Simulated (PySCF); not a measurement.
Species: C3HF6 (doublet state).
Numbering: `[F:1][CH:2][C:3]([F:4])([F:5])[C:6]([F:7])([F:8])[F:9]` (hydrogens: H10 on C2)

Geometry (PBE0-D3(BJ)/def2-SVP, Å), atoms numbered from 1 in this order:
```
atom  x, y, z in Å
F1    -2.4577    0.2996   -0.4959
C2    -1.3783   -0.2455    0.0213
C3    -0.1205    0.5252   -0.1519
F4    -0.0309    1.5461    0.7391
F5    -0.0689    1.0584   -1.3827
C6     1.1276   -0.3547    0.0483
F7     1.0771   -0.9366    1.2457
F8     2.2271    0.3731   -0.0288
F9     1.1712   -1.3019   -0.8785
H10   -1.5290   -0.9545    0.8382
```

The hyperfine couplings belong to this conformer and change with its torsions.

Level of theory: UKS B3LYP, IGLO-III on C F, pcH-1 on H, non-relativistic, mean-field spin-orbit, GIAO in PySCF 2.14.0. Isolated species at its PBE0-D3(BJ)/def2-SVP geometry (one conformer only). The SCF solution wasn't tested for stability.

(1) Match the computed a_iso(19F) values +160.8, +124.4, +11.9 MHz (means over equivalent nuclei) with the sites F1; F4/F5; F7/F8/F9.

(2) Match the computed a_iso(13C) values +145.4, -12.2, +3.3 MHz with the sites C2; C3; C6.

## Answers

(1) 
```tsv
site	a_iso (MHz)	ρ(0) (bohr⁻³)	position	distance from C2 (Å)	bound to	spin population there	largest |T| (MHz)
F1	+160.8	+0.0382	1 bond from C2	1.32	C2	+0.96	530.3
F4/F5	+124.4	+0.0296	2 bonds from C2	2.34	C3	-0.02	119.1
F7/F8/F9	+11.9	+0.0028	3 bonds from C2	3.13	C6	0.00	13.2
```

(2) 
| site | a_iso (MHz) | ρ(0) (bohr⁻³) | position | distance from C2 (Å) | spin population | largest \|T\| (MHz) |
| --- | --- | --- | --- | --- | --- | --- |
| C2 | +145.4 | +0.1293 | largest spin population | 0.00 | +0.96 | 162.1 |
| C3 | -12.2 | -0.0109 | 1 bond from C2 | 1.49 | -0.02 | 4.0 |
| C6 | +3.3 | +0.0030 | 2 bonds from C2 | 2.51 | 0.00 | 2.3 |

ρ(0) is the spin density at the nucleus and T the dipolar tensor; entries for several nuclei are means. The largest Mulliken spin populations are on C2 (+0.96) and F1 (+0.06). No atom but C2 exceeds +0.15. The angles at C2 add up to 355.2°, so it is nearly planar; its axial dipolar tensor and the negative coupling of its proton fit spin in a p orbital normal to that plane.

Means are taken over nuclei equivalent by connectivity, which assumes that they swap fast. The three 19F nuclei of mean +11.9 MHz run from 0.9 to 27.4 MHz in the frozen geometry. The 19F value of +124.4 MHz is a mean of couplings from 22.3 to 226.5 MHz in this one geometry, not an average over conformers.

On one thread of an x86-64 server, shared host, this took 83 s of wall time.
